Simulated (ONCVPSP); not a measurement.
nickel (Ni), ONCV: configuration errors across variants

ONCVPSP 4.0.1 input, shortened (lines: element, Z, core and valence counts, functional; n l f; lmax; l rc ep ncon nbas qcut; lloc lpopt rc5 dvloc0; l nproj debl; icmod fcfact rcfact), PBE, scalar-relativistic:

```
  Ni 28.00    3    4        4      upf
    1    0    2.00
    2    0    2.00
    2    1    6.00
    3    0    2.00
    3    1    6.00
    3    2    8.00
    4    0    1.00
    2
    0    1.15    0.00    4    7   11.20
    1    0.85    0.00    4    8   10.10
    2    1.60    0.00    4    8   11.20
    4    5    0.85    4.00
    0    2    2.60
    1    1    0.90
    2    1    3.70
    0    0.00    0.00
```

All-electron excitation energies from the reference (eV): (1) 3s2 3p6 3d8 4s2 -9.323; (2) 3s2 3p6 3d8 4s0 17.351; (3) 3s2 3p6 3d7 4s0 54.817; (4) 3s2 3p6 3d8 4s0 4p2 0.180.

Errors AE − PS in meV (a dash: test not solved or not reliable):

| change | (1) | (2) | (3) | (4) | bound ghosts | GHOST(+) flags above zero |
| --- | --- | --- | --- | --- | --- | --- |
| base | +2.7 | +1.6 | -0.1 | +47 | none | none |
| local potential polynomial inside 0.85 bohr (lpopt 5, dvloc0 -2 Ha) | +2.7 | +1.6 | +0.4 | +32 | none | none |
| local potential polynomial inside 0.85 bohr (lpopt 5, dvloc0 0 Ha) | +2.7 | +1.6 | -0.1 | +20 | none | none |
| local potential polynomial inside 0.85 bohr (lpopt 5, dvloc0 1 Ha) | +2.7 | +1.6 | -0.4 | +10 | none | none |
| local potential polynomial inside 0.85 bohr (lpopt 5, dvloc0 4.5 Ha) | +2.7 | +1.6 | -0.4 | +35 | none | none |
| local potential polynomial inside 0.85 bohr (lpopt 5, dvloc0 5.5 Ha) | +2.7 | +1.6 | -0.7 | +23 | none | none |
| local potential polynomial inside 0.85 bohr (lpopt 5, dvloc0 8 Ha) | +3.0 | +1.3 | -1.3 | +8.7 | none | none |
| local potential polynomial inside 0.85 bohr (lpopt 5, dvloc0 9 Ha) | +2.8 | +1.5 | -1.5 | +5.0 | none | none |

(1) Give the same row for: local potential polynomial inside 0.85 bohr (lpopt 5, dvloc0 2.5 Ha).

## Answers

(1) +2.7, +1.6, -1.6, -40; bound ghosts: none; GHOST(+) flags above zero: none.
